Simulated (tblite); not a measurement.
Compound: C4H4NO3S (doublet state).
Bonds: O1–S2, S2–O3 (double), S2–O4 (double), S2–C5, C5–C6 (aromatic), C6–C7 (aromatic), C7–C8 (aromatic), C8–N9 (aromatic), C5–N9 (aromatic). Hydrogens: H10 on C6; H11 on C7; H12 on C8; H13 on N9.
Bond orders are those of one Lewis drawing.

Computed with GFN2-xTB (tblite), gas phase: L-BFGS steps from a force-field or distance-geometry start until the largest atomic force falls under 0.01 eV/Å.

Step 49: E = -785.9764 eV
```
atom  x, y, z in Å  |  force x, y, z in eV/Å
O1      1.9149   -0.1277    1.3633   -0.007  -0.042   0.052
S2      2.1406   -0.0466   -0.0938   -0.010   0.024   0.029
O3      2.8612    1.0850   -0.5731    0.041   0.037  -0.058
O4      2.3088   -1.3089   -0.7617   -0.036   0.053  -0.021
C5      0.3507    0.2161   -0.1249   -0.002  -0.001   0.007
C6     -0.5495    1.1965    0.2808    0.017   0.015   0.011
C7     -1.8131    0.6132    0.2173    0.012   0.002  -0.001
C8     -1.6387   -0.7242   -0.1275   -0.016  -0.001  -0.016
N9     -0.3184   -0.9469   -0.2874   -0.013  -0.005   0.001
H10    -0.3166    2.2085    0.5361    0.055   0.026  -0.015
H11    -2.7463    1.1066    0.4069    0.007  -0.048  -0.005
H12    -2.3734   -1.4905   -0.2753   -0.019  -0.021  -0.028
H13     0.1756   -1.7807   -0.5785   -0.029  -0.040   0.043
```

Step 50: E = -785.9772 eV
```
atom  x, y, z in Å  |  force x, y, z in eV/Å
O1      1.9122   -0.1348    1.3627   -0.004  -0.042  -0.016
S2      2.1392   -0.0438   -0.0959    0.034  -0.001   0.088
O3      2.8600    1.0930   -0.5638    0.015   0.005  -0.062
O4      2.3117   -1.3027   -0.7704   -0.035   0.090  -0.008
C5      0.3508    0.2133   -0.1237    0.003  -0.017   0.003
C6     -0.5471    1.1956    0.2794   -0.023   0.018   0.009
C7     -1.8120    0.6138    0.2170    0.002  -0.001  -0.014
C8     -1.6394   -0.7251   -0.1262   -0.035   0.009   0.003
N9     -0.3191   -0.9498   -0.2838   -0.030   0.006  -0.009
H10    -0.3107    2.2076    0.5303    0.047   0.032  -0.008
H11    -2.7457    1.1098    0.4024    0.035  -0.063  -0.004
H12    -2.3759   -1.4917   -0.2707    0.008   0.007  -0.026
H13     0.1718   -1.7848   -0.5752   -0.018  -0.044   0.043
```

Step 51: E = -785.9781 eV
```
atom  x, y, z in Å  |  force x, y, z in eV/Å
O1      1.9284   -0.1267    1.3640   -0.021  -0.048   0.014
S2      2.1388   -0.0378   -0.0964    0.026  -0.064   0.129
O3      2.8459    1.1023   -0.5725    0.054   0.082  -0.103
O4      2.3146   -1.2967   -0.7687   -0.024   0.050  -0.035
C5      0.3501    0.2042   -0.1132    0.016  -0.022  -0.018
C6     -0.5429    1.1901    0.2860   -0.049   0.011   0.005
C7     -1.8105    0.6142    0.2149   -0.037   0.004  -0.030
C8     -1.6434   -0.7245   -0.1320   -0.031   0.020   0.036
N9     -0.3225   -0.9561   -0.2795   -0.047   0.004  -0.005
H10    -0.2983    2.1995    0.5379    0.031   0.048   0.001
H11    -2.7440    1.1153    0.3912    0.059  -0.073   0.000
H12    -2.3827   -1.4885   -0.2805    0.024   0.027  -0.027
H13     0.1623   -1.7949   -0.5690    0.000  -0.039   0.034
```

Task: Estimate the geometry and energy of step 52. (The exact step hangs on the optimiser's Hessian estimate; all steps are aligned on step 51, rigid shifts and turns removed.)

Result: E = -785.9792 eV, largest force 0.135 eV/Å
```
atom  x, y, z in Å  |  force x, y, z in eV/Å
O1      1.9261   -0.1352    1.3643   -0.003  -0.033  -0.040
S2      2.1393   -0.0349   -0.0964    0.039  -0.047   0.120
O3      2.8446    1.1106   -0.5660    0.010   0.023  -0.060
O4      2.3176   -1.2887   -0.7777   -0.013   0.054  -0.021
C5      0.3500    0.2015   -0.1126    0.016  -0.023  -0.017
C6     -0.5409    1.1898    0.2841   -0.052   0.005   0.003
C7     -1.8093    0.6151    0.2134   -0.039  -0.001  -0.033
C8     -1.6450   -0.7246   -0.1311   -0.022   0.018   0.043
N9     -0.3243   -0.9584   -0.2775   -0.037   0.004  -0.005
H10    -0.2917    2.1992    0.5335    0.014   0.034  -0.001
H11    -2.7428    1.1159    0.3873    0.043  -0.054   0.006
H12    -2.3851   -1.4892   -0.2767    0.036   0.048  -0.026
H13     0.1571   -1.8006   -0.5625    0.008  -0.029   0.030
```

The energy changes by -0.0011 eV. The first-order estimate −F·Δx gives -0.0014 eV and the mean of the old and new forces, exact on a quadratic surface, -0.0011 eV. The step makes an angle of 78° with the force vector and moves no atom by more than 0.012 Å.

What follows is the cost of the whole relaxation. Time: 0.42 s of wall time. Hardware: one thread of an Arm Neoverse V2, shared host.
